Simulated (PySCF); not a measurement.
C4H11BrSn, SMILES C[CH2][SnH]([Br])[CH2]C at its GFN2-xTB optimised geometry (Å):

```
17

Sn    -0.0447    -0.1709     0.0000
Br     2.4512    -0.1709     0.0000
C     -0.6716     1.9747     0.0000
C     -1.5224     2.3348    -1.1952
C     -0.6160    -1.5172     1.6865
C      0.0356    -2.8776     1.6019
H     -0.3793    -0.9053    -1.5437
H     -1.2093     2.1496     0.9299
H      0.2417     2.5664     0.0189
H     -2.4512     1.7702    -1.2068
H     -0.9932     2.1431    -2.1255
H     -1.7696     3.3954    -1.1590
H     -0.3230    -1.0010     2.6001
H     -1.7002    -1.6023     1.6733
H     -0.2503    -3.3954     0.6892
H      1.1201    -2.7977     1.6254
H     -0.2779    -3.4856     2.4501
```

Calculation: CAM-B3LYP/def2-SVP, def2 effective core potentials past Kr run with PySCF 2.14.0. The core electrons that the potentials of Sn replace are not part of the density.

Map of the log10 of the electron density (e/bohr³), floored at −4 on the plane z = 1.0 Å:

```
|000000000000000000000000000|
|000000000000000000000000000|
|000000000000000000000000000|
|000000000000000000000000000|
|000000000122222100000000000|
|000000002344443210000000000|
|000000024566554320000000000|
|000000035788765421000000000|
|000000135799765421111000000|
|000000035788765433333210000|
|000000024567665444554421000|
|000000012456666555666542000|
|000000012456776666777643100|
|000000012457787667888653100|
|000000023567887667887653100|
|000000135678887666777643100|
|000000246788887555666532000|
|000000246788886544554320000|
|000000245677887654433200000|
|000000124557888775421000000|
|000000012357998875420000000|
|000000001357998765310000000|
|000000000246887543200000000|
|000000000135665421000000000|
|000000000013333210000000000|
|000000000001111000000000000|
|000000000000000000000000000|
```
Scale: ten equal steps from -4.00 (start of '0') to -0.545 (end of '9'), in the order '0123456789'; x runs from -5.50 to 5.50, y from -5.50 (bottom) to 5.50 (top).
